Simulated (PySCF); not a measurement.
# Ionisation energy of Sn(21+) by level of theory

Sn(21+) [Ar] 3d10 4s1 [4s1/2^1, M_J = 1/2] → Sn(22+) [Ar] 3d10, as a difference of total energies. All numbers are calculated (PySCF 2.14, the two-component X2C-1e Hamiltonian, in an uncontracted even-tempered set (17 s from 1.4 bohr⁻², ratio 2.8; 13 p from 1.8 bohr⁻², ratio 2.8; 8 d from 3.2 bohr⁻², ratio 2.8; 4 f from 8 bohr⁻², ratio 3)). Correlated levels: [Ne] frozen; the 74 highest virtual spinors dropped. "Screened" scales the spin-orbit matrix elements by Boettger's factors to mimic the two-electron term; Breit and QED terms are absent.

```json
{"method": "GHF (spin-free)", "ionisation energy (eV)": "637.27"}
{"method": "GMP2 (spin-free)", "ionisation energy (eV)": "638.41"}
{"method": "GHF (screened spin-orbit)", "ionisation energy (eV)": "637.25"}
{"method": "GMP2 (screened spin-orbit)", "ionisation energy (eV)": "638.39"}
```

Task: How much does correlation contribute at GMP2 (screened spin-orbit)?

Result: 638.39 − (637.25) = 1.14 eV, measured against GHF (screened spin-orbit).

Breit and QED terms and the two-electron picture change are absent.

For comparison: 642.35 ± 0.22 eV (semi-empirical (NIST evaluation); NIST Atomic Spectra Database, ionization energies).
